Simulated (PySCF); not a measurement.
Numbering as in the mapped SMILES `[CH2:1]=[C:2]([CH3:3])[CH2:4][O:5][C:6](=[O:7])[CH2:8][CH3:9]`. Each H is labelled by its parent atom. Ha(C1) is cis to C3; Hb(C1) is trans to C3.

PySCF calculation with shieldings: GIAO PBE0/pcSseg-1 and GFN2-xTB geometry; no solvent, averaged over atoms made equivalent by symmetry, fast rotation or ring inversion, one computed conformer, non-relativistic Hamiltonian.

Shifts are taken against calculated references (same method and geometry level): $^{13}$C (σref 186.93) vs TMS.

Q: Do the $^{13}$C shifts follow the atomic charges (in e)? Tabulate both.

A: 
```
atoms  hybridisation  δ (ppm)  σ para (ppm)  Hirshfeld    IAO  Mulliken  ESP-fitted
   C6            sp2    180.2          -246      +0.22  +0.52     +0.45       +0.85
   C2            sp2    150.4          -226      +0.01  +0.03     -0.47       +0.27
   C1            sp2    121.9          -186      -0.11  -0.33     -0.04       -0.61
   C4            sp3     73.3          -134      +0.00  -0.07     +0.15       -0.08
   C8            sp3     30.6           -93      -0.07  -0.31     -0.29       -0.12
   C3            sp3     23.2           -83      -0.12  -0.43     -0.14       -0.39
   C9            sp3     10.6           -67      -0.12  -0.42     -0.26       -0.26
```

Correlation coefficients of δ with charge over these carbons: Hirshfeld +0.77, IAO +0.83, Mulliken +0.42, ESP-fitted +0.65; with the paramagnetic shielding -1.00. Among the 4 sp3 carbons alone: Hirshfeld +0.97, IAO +0.97, Mulliken +0.90, ESP-fitted +0.67. With so few points, grouped by hybridisation, these coefficients are fragile. Charge is one influence among several: hybridisation and low-lying excitations act through the paramagnetic term.

Shifts are as computed. Against solution values, carbons near 30 ppm lie about +3 ppm off and those near 130 ppm about +5 ppm. Of 1211 compounds with measured shifts, 218 miss one by over three times the rms of a fit or turn the order of signals round; such compounds aren't used in these exercises.
